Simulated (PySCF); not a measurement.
BeH₂, SMILES [BeH2].

Coordinates come from a PBE-D3(BJ)/def2-TZVPD optimisation. The isomer is the one that the SMILES or the coordinates give; other isomers of the formula were not compared.

Two levels are set side by side: PBE/def2-TZVPD (PySCF) and PBE0/def2-TZVPD (PySCF). Same geometry, gas phase. Differences are taken from unrounded values.

| quantity | PBE |
|---|---|
| orbital gap (eV) | 5.83 |
| highest occupied level (eV) | -7.47 |
| lowest empty level (eV) | -1.64 |
| mean polarisability (bohr³) | 21.7 |

**Question.** These are the PBE values. What does PBE0 give? (Estimate from the structure and the level; the computed values follow.)

**Answer.** 
```csv
quantity,PBE0,PBE minus PBE0
orbital gap (eV),7.95,-2.12
highest occupied level (eV),-8.81,1.34
lowest empty level (eV),-0.86,-0.78
mean polarisability (bohr³),20.8,0.9
```

Without exact exchange PBE keeps part of each electron's self-repulsion, which lifts occupied levels and narrows the gap. PBE's more diffuse valence density responds more strongly to a field. Differences between two approximate levels are no errors against the true value.
